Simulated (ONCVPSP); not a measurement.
# titanium: ONCV pseudisation with PBE, fully relativistic reference atom.

```json
{"Element": "titanium", "Generator": "ONCVPSP 4.0.1", "Type": "optimised norm-conserving Vanderbilt (ONCV)", "Functional": "PBE", "Relativity": "fully relativistic", "Frozen core": "[Ne]", "Valence charge": "12", "Reference configuration": "3s2 3p6 3d2 4s1 (charge +1)", "Partial waves": "3s+4s: rc 1.45 bohr, ncon 4, nbas 6, qcut 10.9 1/bohr, 3 projectors, debl 1.3 Ha; 3p: rc 1.50 bohr, ncon 5, nbas 9, qcut 8.3 1/bohr, 2 projectors, debl 1.4 Ha; 3d: rc 1.30 bohr, ncon 3, nbas 7, qcut 7.6 1/bohr, 2 projectors, debl 3.9 Ha", "Local potential": "polynomial inside 1.10 bohr (lpopt 5, dvloc0 0 Ha)", "Core correction": "Teter function, fcfact 2.5, rcfact 1.2"}
```

Open shells are filled in proportion to 2j + 1.

In the p channel the program set the typed energies aside and used -1.688, 0.250 Ha (j = l + 1/2; the other j can differ).

All-electron outer shells of the reference configuration (PBE, scalar-relativistic, ld1.x):

| shell | level (eV) | outermost node (bohr) | outermost maximum (bohr) |
| --- | --- | --- | --- |
| 2p | -451.51 | – | 0.22 |
| 3s | -69.92 | 0.40 | 0.87 |
| 3p | -46.15 | 0.37 | 0.90 |
| 3d | -11.37 | – | 0.98 |
| 4s | -10.35 | 1.24 | 2.74 |

Q: Estimate the cutoffs (Ha) at which the residual kinetic energy of the hardest occupied pseudo-wave falls to 1 and 0.1 mHa per electron.

A: 78 Ha and 154 Ha.

Q: Does the potential have ghost states?

A: No bound ghost flagged; no localised positive-energy state flagged.

Q: Which valence shell sets the plane-wave cutoff?

A: 3d: 78 Ha for 1 mHa per electron, against 29 Ha for 3s.

Q: Tests: 3s2 3p6 3d2 4s2; 3s2 3p6 3d2 4s0; 3s2 3p6 3d1 4s0; 3s2 3p6 3d1 4s2. Which has the largest error in its energy relative to the reference configuration, and how large is it?

A: 3s2 3p6 3d1 4s0, with +25 meV (all-electron minus pseudo) on +40.52 eV.
